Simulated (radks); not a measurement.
The numbers below are computed, except where a source is named.
Ionisation of neutral antimony, [Kr] 4d10 5s2 5p3, to Sb+, [Kr] 4d10 5s2 5p2, under several functionals. Dirac Kohn-Sham, spin-unpolarised, spherical densities, point nucleus; open shells fill j = l - 1/2 first; a radial shooting solver on a logarithmic mesh with Libxc functionals. The NIST Atomic Spectra Database gives 8.608 eV (measured). Rank these functionals by the error of their Delta-SCF ionisation energy: PW91; B86b exchange with PBE correlation; BP86; HCTH/407.

Answer. From best to worst: BP86 8.101 eV (-0.508); HCTH/407 8.061 eV (-0.548); PW91 8.016 eV (-0.593); B86b exchange with PBE correlation 7.979 eV (-0.630). Spin polarisation and multiplet splitting are left out, so open shells lie too high by an amount that depends on their filling.

Beside tabulated values, note that spin-unpolarised runs miss the spin-polarisation part of the exchange energy of open shells.
